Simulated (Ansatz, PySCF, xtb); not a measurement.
Gas-phase reaction R1 + R2 → P1 + P2, each structure at its B3LYP-D3(BJ)/def2-TZVP stationary point, reached from a drawn start (curvature not checked).
R1: ILi (SMILES [Li][I]), charge 0, multiplicity 1.
R2, CsF (SMILES [F][Cs]) (charge 0, multiplicity 1):
```xyz
2

Cs     0.00000     0.00000    -1.20173
F      0.00000     0.00000     1.20173
```
P1: FLi (SMILES [Li][F]), charge 0, multiplicity 1.
P2: CsI (SMILES [I][Cs]), charge 0, multiplicity 1.

| level | reaction energy (eV) |
|---|---|
| GFN1-xTB | 0.376 |
| BLYP-D4/def2-TZVPP | -0.522 |
| r2SCAN/def2-TZVPP | -0.495 |
| r2SCAN-D4/def2-TZVPP | -0.495 |
| B97M-V/def2-TZVPP | -0.576 |
| B3LYP/def2-TZVPP | -0.561 |
| B3LYP-D4/def2-TZVPP | -0.566 |
| PBE0-D4/def2-TZVPP | -0.537 |
| BHLYP-D3(BJ)/def2-TZVPP | -0.637 |
| BHLYP-D4/def2-TZVPP | -0.644 |
| M06-2X/def2-TZVPP | -0.589 |
| CAM-B3LYP-D3(BJ)/def2-TZVPP | -0.577 |
| wB97X-V/def2-TZVPP | -0.566 |
| wB97M-V/def2-TZVPP | -0.582 |

P less R. No zero-point or thermal terms; no spin–orbit coupling.

The values were computed with Ansatz (Gaussian orbitals); PySCF for M06-2X and the D3/D4 terms; xtb for the GFN methods. No computed number here is a measurement. Elements past Kr take the def2 small-core potentials, without spin–orbit coupling.

Ansatz is an electronic-structure program.
